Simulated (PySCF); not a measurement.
Si(H)(PH2)3 (H₇P₃Si), SMILES P[SiH](P)P.

Geometry optimised at B3LYP-D3(BJ)/def2-SVP. The structure was generated by enumeration, and PubChem lists no compound with its InChIKey, so it may never have been made. Other conformers were not sampled.

Level of theory: TDA-B3LYP/def2-SVPD in PySCF.

Vertical excitations. Isolated molecule, no solvent.

Q: Estimate the UV-visible absorptions. (The exact figures need the calculation; the answer reports its results.)

A: 
```json
[
 {"state": "S1", "energy (eV)": "5.75", "λ (nm)": "216", "f": "0.022", "main pairs": "HOMO→LUMO 90 %"},
 {"state": "S2", "energy (eV)": "5.91", "λ (nm)": "210", "f": "0.020", "main pairs": "HOMO−1→LUMO 79 %, HOMO→LUMO+1 12 %"},
 {"state": "S3", "energy (eV)": "6.00", "λ (nm)": "207", "f": "0.014", "main pairs": "HOMO→LUMO+1 58 %, HOMO→LUMO+2 26 %"},
 {"state": "S4", "energy (eV)": "6.06", "λ (nm)": "205", "f": "0.013", "main pairs": "HOMO→LUMO+2 47 %, HOMO−1→LUMO+1 28 %, HOMO→LUMO+1 17 %"},
 {"state": "S5", "energy (eV)": "6.14", "λ (nm)": "202", "f": "0.004", "main pairs": "HOMO−1→LUMO+1 38 %, HOMO→LUMO+2 19 %, HOMO−2→LUMO 14 %, HOMO→LUMO+3 9 %"},
 {"state": "S6", "energy (eV)": "6.21", "λ (nm)": "200", "f": "0.034", "main pairs": "HOMO−2→LUMO 70 %, HOMO−1→LUMO+1 13 %"},
 {"state": "S7", "energy (eV)": "6.36", "λ (nm)": "195", "f": "0.097", "main pairs": "HOMO→LUMO+3 60 %, HOMO−1→LUMO+3 10 %"},
 {"state": "S8", "energy (eV)": "6.44", "λ (nm)": "193", "f": "0.001", "main pairs": "HOMO→LUMO+4 29 %, HOMO−1→LUMO+2 27 %, HOMO−1→LUMO+3 20 %, HOMO−2→LUMO+1 11 %"},
 {"state": "S9", "energy (eV)": "6.52", "λ (nm)": "190", "f": "0.072", "main pairs": "HOMO→LUMO+4 42 %, HOMO−1→LUMO+2 18 %, HOMO−2→LUMO+1 16 %, HOMO−2→LUMO+2 8 %"},
 {"state": "S10", "energy (eV)": "6.55", "λ (nm)": "189", "f": "0.017", "main pairs": "HOMO−1→LUMO+3 52 %, HOMO−2→LUMO+1 22 %, HOMO→LUMO+4 9 %"},
 {"state": "T1", "energy (eV)": "5.00", "λ (nm)": "248", "f": "0", "main pairs": "HOMO→LUMO 85 %"},
 {"state": "T2", "energy (eV)": "5.23", "λ (nm)": "237", "f": "0", "main pairs": "HOMO−1→LUMO 70 %"},
 {"state": "T3", "energy (eV)": "5.41", "λ (nm)": "229", "f": "0", "main pairs": "HOMO−2→LUMO 52 %, HOMO→LUMO+1 9 %, HOMO−1→LUMO+2 9 %"},
 {"state": "T4", "energy (eV)": "5.49", "λ (nm)": "226", "f": "0", "main pairs": "HOMO→LUMO+1 53 %, HOMO−2→LUMO+1 12 %, HOMO−2→LUMO 9 %"}
]
```
Triplets are in the Tamm–Dancoff approximation.
